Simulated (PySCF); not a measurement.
CH$_{3}$O$_{2}$, charge +1, singlet, at a GFN2-xTB geometry. Base run: PySCF with CCSD/6-31G.

The PySCF input:
```python
from pyscf import gto, scf, cc

mol = gto.M(
    atom='''
O    -0.996704   -0.486791   -0.020502
C     0.162609    0.529378   -0.007031
O     1.224370    0.115755    0.112384
H    -0.703626   -1.428893   -0.052034
H    -0.301851    1.512574   -0.077054
H    -1.791505   -0.291660   -0.563782
''',
    basis='6-31g',
    charge=1,
    spin=0,
    verbose=4,
)

mf = scf.RHF(mol)
mf.kernel()

mycc = cc.CCSD(mf)
mycc.kernel()
print('E(CCSD) = %.10f' % mycc.e_tot)
mf.analyze()
```

Variants of this job, named by their change:

| change | ΔE vs base (kcal/mol) | MP2 correlation (Eh) | CC correlation without the perturbative part (Eh) | basis functions |
|---|---|---|---|---|
| base | 0.000 | -0.35050 | -0.35620 | 33 |
| cc.conv_tol = 1e-9 | 0.000 | -0.35050 | -0.35620 | 33 |
| cc.iterative_damping = 0.8 | 0.000 | -0.35050 | -0.35620 | 33 |
| cc.conv_tol = 1e-5 | 0.000 | -0.35050 | -0.35620 | 33 |
| cc.diis_space = 3 | 0.000 | -0.35050 | -0.35620 | 33 |
| method = mp2 | ___ | -0.35050 | - | 33 |
| method = ccsd(t) | -6.05 | -0.35050 | -0.35620 | 33 |
| method = cisd | ___ | - | - | 33 |
| cc.direct = True | 0.000 | -0.35050 | -0.35620 | 33 |
| frozen = 3 | ___ | ___ | ___ | 33 |

Task: Some entries are withheld; supply them.

Result: 
- method = mp2, ΔE vs base (kcal/mol): 3.58
- method = cisd, ΔE vs base (kcal/mol): 21.48
- frozen = 3, ΔE vs base (kcal/mol): 1.93
- frozen = 3, MP2 correlation (Eh): -0.34706
- frozen = 3, CC correlation without the perturbative part (Eh): -0.35313
